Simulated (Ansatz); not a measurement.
Ideal-gas functions of CH4ISn (`[CH3][SnH][I]`) radical at 800 K and 1 bar, from an Ansatz frequency run at PBE0-D4/def2-TZVP.

Molar mass 261.66 g/mol, point group C1 (symmetry number 1), electronic degeneracy 2, moments of inertia 62.261, 522.732, 577.476 u Å². Harmonic wavenumbers (cm⁻¹, unscaled): 80, 104, 196, 427, 494, 507, 730, 777, 1189, 1435, 1445, 1822, 3066, 3166, 3184.

Use S(trans) = R[1.5 ln M + 2.5 ln T − 1.1517]; rotational temperatures θ = 24.2544 K / I; S(rot) = R[ln(√π/σ · √(T³/θAθBθC)) + 1.5]; for each mode x = 1.438777 ν̃/T, S = R[x/(eˣ − 1) − ln(1 − e⁻ˣ)] and H = RT x/(eˣ − 1); 1 cm⁻¹ = 0.0119627 kJ/mol; R = 8.31446 J/(mol·K).

Problem. By hand: the entropy, in J/(mol·K).

Solution. Translation 198.8. Rotation: θ = 0.3896, 0.0464, 0.042 K, giving 130.5. Vibration, mode by mode: 24.44, 22.27, 17.03, 10.71, 9.57, 9.36, 6.62, 6.18, 3.42, 2.41, 2.38, 1.39, 0.22, 0.19, 0.18, in all 116.4. Electronic 5.8. Sum 451.5 J/(mol·K).

Problem. By hand: H − E and G − E in kJ/mol, counted from the electronic energy.

Solution. Zero-point energy ½ × 18622 × 0.0119627 = 111.4; thermal vibration 42.6; translation, rotation and pV give 4 RT = 26.6. H − E = 180.6 kJ/mol, and G − E = 180.6 − 800 × 451.5/1000 = -180.6 kJ/mol.

Vibration gives 26 % of the entropy, 46.7 J/(mol·K) of it from the modes under 150 cm⁻¹: soft modes count most, and the harmonic formula is weakest for them. The sum counts one conformer and one mirror image; others add a mixing term.
